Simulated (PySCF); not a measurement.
S4, SMILES S1SSS1.

Geometry: B3LYP-D3(BJ)/def2-SVP.

Calculation: TDA-ωB97X/def2-SVPD (PySCF 2.14.0).

Vertical excitations; the highest root listed may be one member of a degenerate set.  State labels are in the subgroup D2.

```tsv
state	symmetry	energy (eV)	λ (nm)	f	main pairs
S1	B2	2.06	602	0.002	HOMO→LUMO (degenerate set)
S2	B3	2.06	602	0.002	HOMO→LUMO+1 (degenerate set)
S3	B1	2.81	441	0.000	HOMO→LUMO+2 44 %, HOMO−1→LUMO 27 %, HOMO−2→LUMO+1 27 %
S4	A	3.27	379	0.000	HOMO−2→LUMO 48 %, HOMO−1→LUMO+1 48 %
S5	B1	3.51	353	0.001	HOMO−2→LUMO+1 45 %, HOMO−1→LUMO 45 %, HOMO→LUMO+3 8 %
S6	A	3.67	338	0.000	HOMO−1→LUMO+1 49 %, HOMO−2→LUMO 49 %
S7	B1	3.98	312	0.000	HOMO→LUMO+2 53 %, HOMO−2→LUMO+1 22 %, HOMO−1→LUMO 22 %
S8	B1	4.68	265	0.002	HOMO→LUMO+3 86 %
S9	B2	4.80	258	0.001	HOMO−1→LUMO+2 (degenerate set)
S10	B3	4.80	258	0.001	HOMO−2→LUMO+2 (degenerate set)
T1	B3	1.51	823	0	HOMO→LUMO+1 (degenerate set)
T2	B2	1.51	823	0	HOMO→LUMO (degenerate set)
T3	B1	2.14	579	0	HOMO→LUMO+2 46 %, HOMO−1→LUMO 25 %, HOMO−2→LUMO+1 25 %
T4	A	2.77	448	0	HOMO−2→LUMO 47 %, HOMO−1→LUMO+1 47 %
```
Triplets are in the Tamm–Dancoff approximation.
